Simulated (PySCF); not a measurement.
In(Cl)(OH)(OMe) (CH₄ClInO₂), SMILES C[O][In]([OH])[Cl]. Heavy atoms are numbered as in [In:1]([Cl:2])([OH:3])[O:5][CH3:6]. Hydrogens are named by the atom that carries them.

Geometry optimised at PBE0-D3(BJ)/def2-SVP. The structure was generated by enumeration; whether it is a known compound was not checked. The def2 effective core potentials stand for the cores of In; spin–orbit coupling is left out. The values are those of a single conformer.

These are PBE0/def2-TZVP run with PySCF values and carry that method's errors.

Atomic charges (e), one atom of each kind:

```csv
atom,Mulliken,Löwdin
In1,?,0.23
Cl2,-0.37,0.08
O3 (OH),-0.64,-0.31
H on O3,?,0.17
O5,-0.47,-0.09
C6 (CH3),?,-0.40
H on C6,0.11,0.10
```

**Question.** Complete the blanks. (The exact figures need the calculation; the answer reports its results.)

**Answer.** 
- In1, Mulliken: 1.01
- H on O3, Mulliken: 0.32
- C6 (CH3), Mulliken: -0.21
